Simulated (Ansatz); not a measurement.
The cluster Ca4O4 (the lowest singlet isomer of a short search), 8 atoms. Hardware: 4 threads of Intel Xeon Platinum 8259CL on a shared host.

Correlated methods freeze 24 core orbitals; core or outer-core shells of Ca are correlated, in sets that lack core-valence functions.

(1) How many basis functions does each of these Ansatz runs have, and roughly what does it cost? PBE with 10 % exact exchange/def2-SVP, charge 0 singlet, energy, from earlier orbitals; PBE0-D4/def2-TZVPD, charge -1 doublet at the geometry of the charge 0 singlet, energy; PBE-D4/def2-SVP, charge 0 singlet, relaxation, 12 steps; B97M-V/def2-TZVP, charge 1 doublet at the geometry of the charge 0 singlet, energy, from earlier orbitals; PBE0-D4/def2-TZVP, charge 1 doublet, energy, from earlier orbitals; PBE0-D4/def2-TZVP, charge 0 singlet, energy and forces, from earlier orbitals; PBE-D4/def2-TZVP, charge 1 doublet at the geometry of the charge 0 singlet, energy, from earlier orbitals; PBE-D4/def2-TZVPD, charge -1 doublet, energy, from earlier orbitals; PBE-D4/def2-TZVP, charge 0 singlet, energy and forces, from earlier orbitals; RPA@PBE/def2-TZVP, charge 0 singlet, energy, from earlier orbitals; BHLYP-D4/def2-TZVP, charge 0 singlet, energy, from earlier orbitals; PBE-D4/def2-SVP, charge 0 singlet, energy, from earlier orbitals.

## Answers

(1) Other jobs shared the machine, so times can vary by a factor of up to 3. A dash marks memory too small to be measured apart from the calling script's.

```json
{"run": "PBE-D4/def2-SVP, charge 0 singlet, energy, from earlier orbitals", "functions": "152", "fitting or Cholesky vectors": "1708", "wall time": "3.1 s", "peak host memory (GiB)": "–"}
{"run": "PBE with 10 % exact exchange/def2-SVP, charge 0 singlet, energy, from earlier orbitals", "functions": "152", "fitting or Cholesky vectors": "1608", "wall time": "3.7 s", "peak host memory (GiB)": "–"}
{"run": "PBE-D4/def2-TZVP, charge 0 singlet, energy and forces, from earlier orbitals", "functions": "268", "fitting or Cholesky vectors": "2072", "wall time": "6.5 s", "peak host memory (GiB)": "0.55"}
{"run": "BHLYP-D4/def2-TZVP, charge 0 singlet, energy, from earlier orbitals", "functions": "268", "fitting or Cholesky vectors": "2528", "wall time": "10 s", "peak host memory (GiB)": "1.5"}
{"run": "PBE-D4/def2-TZVPD, charge -1 doublet, energy, from earlier orbitals", "functions": "304", "fitting or Cholesky vectors": "2204", "wall time": "12 s", "peak host memory (GiB)": "0.81"}
{"run": "PBE-D4/def2-TZVP, charge 1 doublet at the geometry of the charge 0 singlet, energy, from earlier orbitals", "functions": "268", "fitting or Cholesky vectors": "2072", "wall time": "12 s", "peak host memory (GiB)": "0.66"}
{"run": "RPA@PBE/def2-TZVP, charge 0 singlet, energy, from earlier orbitals", "functions": "268", "fitting or Cholesky vectors": "2336", "wall time": "13 s", "peak host memory (GiB)": "1.1"}
{"run": "PBE0-D4/def2-TZVP, charge 0 singlet, energy and forces, from earlier orbitals", "functions": "268", "fitting or Cholesky vectors": "2200", "wall time": "14 s", "peak host memory (GiB)": "1.4"}
{"run": "PBE-D4/def2-SVP, charge 0 singlet, relaxation, 12 steps", "functions": "152", "fitting or Cholesky vectors": "1708", "wall time": "25 s", "peak host memory (GiB)": "–"}
{"run": "PBE0-D4/def2-TZVP, charge 1 doublet, energy, from earlier orbitals", "functions": "268", "fitting or Cholesky vectors": "2200", "wall time": "51 s", "peak host memory (GiB)": "2.5"}
{"run": "PBE0-D4/def2-TZVPD, charge -1 doublet at the geometry of the charge 0 singlet, energy", "functions": "304", "fitting or Cholesky vectors": "2332", "wall time": "75 s", "peak host memory (GiB)": "3.2"}
{"run": "B97M-V/def2-TZVP, charge 1 doublet at the geometry of the charge 0 singlet, energy, from earlier orbitals", "functions": "268", "fitting or Cholesky vectors": "2072", "wall time": "1.8 min", "peak host memory (GiB)": "1.8"}
```
